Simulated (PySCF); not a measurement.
Two-dimensional NMR puzzle

Compound of formula C4H8F3NSi. Correlations simulated from computed shifts and the bond graph:

HSQC (one-bond C–H):
```csv
δH,δC
6.49,119.3
6.06,126.2
3.74,42.4
```

COSY cross peaks (H two or three bonds apart, from the bond graph; peaks can be absent where the dihedral angle is near 90°):
```csv
δH,δH
6.06,3.74
```

HMBC (two and three bonds, from the bond graph):
```csv
δH,δC
6.49,"164.8, 126.2"
6.06,"164.8, 119.3, 42.4"
4.69,42.4
3.74,"164.8, 126.2"
```

Carbons without hydrogens: δ 164.8.

No solvent, averaged over atoms made equivalent by symmetry, fast rotation or ring inversion, non-relativistic, one computed conformer. Shielding tensors at PBE0/pcSseg-1 (GIAO); geometry: GFN2-xTB; PySCF 2.14.0 with density-fitted response routines.

References, each an isolated molecule treated in the same way: TMS for 1H (31.72 ppm) and 13C (186.93 ppm).

Exchangeable hydrogens are left out of these lists.

Task: Work out the connectivity.

Result: SMILES F/C(=C/CN[SiH3])C(F)F.

Atom-mapped SMILES (the numbers label the heavy atoms): `[F:1]/[C:2](=[CH:3]/[CH2:4][NH:5][SiH3:6])[CH:7]([F:8])[F:9]`; H(Xn) means a hydrogen on atom n.

δC 164.8 is C2, a fully substituted alkene carbon. δC 126.2 is C3, an alkene CH (δH 6.06). δC 119.3 is C7, an allylic sp3 CH bonded to 2 F (δH 6.49). δC 42.4 is C4, an allylic sp3 CH2 bonded to N (δH 3.74). HMBC from δH 6.49 reaches the proton-free carbon C2. HMBC from δH 6.06 reaches the proton-free carbon C2. HMBC from δH 3.74 reaches the proton-free carbon C2. COSY links 6.06–3.74.

The data come from this structure; uniqueness wasn't tested.

OH and NH positions are those of a molecule without intermolecular hydrogen bonds; in solution they move with solvent, concentration and temperature, and exchange usually removes their couplings. Shifts are as computed. Against solution values, carbons near 30 ppm lie about +3 ppm off and those near 130 ppm about +5 ppm. Of 1211 compounds with measured shifts, 218 miss one by over three times the rms of a fit or turn the order of signals round; such compounds aren't used in these exercises.
